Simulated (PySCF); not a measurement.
AlAsH4O2, SMILES [Al]([OH])([AsH2])[OH]. Atoms are numbered in the order given.

```xyz
8

Al    -1.0313    -0.0137     0.0000
As     1.3742     0.0625     0.0000
H      1.4204    -0.9885     1.1047
H      1.4204    -0.9885    -1.1047
O     -1.8280     0.0027    -1.5023
H     -2.7667     0.0242    -1.6895
O     -1.8280     0.0027     1.5023
H     -2.7667     0.0242     1.6895
```

Geometry: PBE0-D3(BJ)/def2-SVP. The structure was generated by enumeration; whether it is a known compound was not checked. Other conformers were not sampled.

Method: CAM-B3LYP/def2-TZVP (PySCF).

```json
{
  "total_energy": "-2631.45031 hartree",
  "point_group": "Cs",
  "highest_occupied_level": "-8.57 eV",
  "lowest_empty_level": "0.40 eV",
  "orbital_gap": "8.98 eV",
  "dipole_moment": "2.65 D",
  "quadrupole, principal values (traceless, Buckingham form, about the centre of nuclear charge)": "-9.11, -1.88, 10.99 D·Å",
  "mean_static_polarisability": "61.5 bohr³ (9.12 Å³)",
  "polarisability_principal_values": "51.3, 58.1, 75.1 bohr³"
}
```
